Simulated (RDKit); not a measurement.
RDKit input (UFF):

```python
from rdkit import Chem
from rdkit.Chem import AllChem, rdDetermineBonds

mol = Chem.MolFromXYZFile('mol.xyz')
rdDetermineBonds.DetermineBonds(mol, charge=1)
print('SMILES', Chem.MolToSmiles(Chem.RemoveHs(mol)))
ff = AllChem.UFFGetMoleculeForceField(mol)
e0 = ff.CalcEnergy()
flag = ff.Minimize(maxIts=5000, forceTol=1e-5)
print(f'energy {e0:.4f} -> {ff.CalcEnergy():.4f} kcal/mol, converged: {flag == 0}')
print(Chem.MolToXYZBlock(mol))
```
mol.xyz:
```
4

H     -0.00000000    -0.00000000    -1.88531600
B     -0.00000000    -0.00000000    -0.71513800
O      0.00000000     0.00000000     0.49908600
H      0.00000000     0.00000000     1.46831700
```

Output:

```
[23:00:47] UFFTYPER: Unrecognized atom type: B_1 (1)
SMILES B=[OH+]
energy -0.0238 -> -0.0440 kcal/mol, converged: True
4

H      0.000000    0.000000   -1.574493
B      0.000000    0.000000   -0.715138
O      0.000000    0.000000    0.345074
H      0.000000    0.000000    1.311506
```

The dipole moment of an ion depends on the origin.

The geometry given is a B3LYP-D3(BJ)/def2-TZVP minimum.
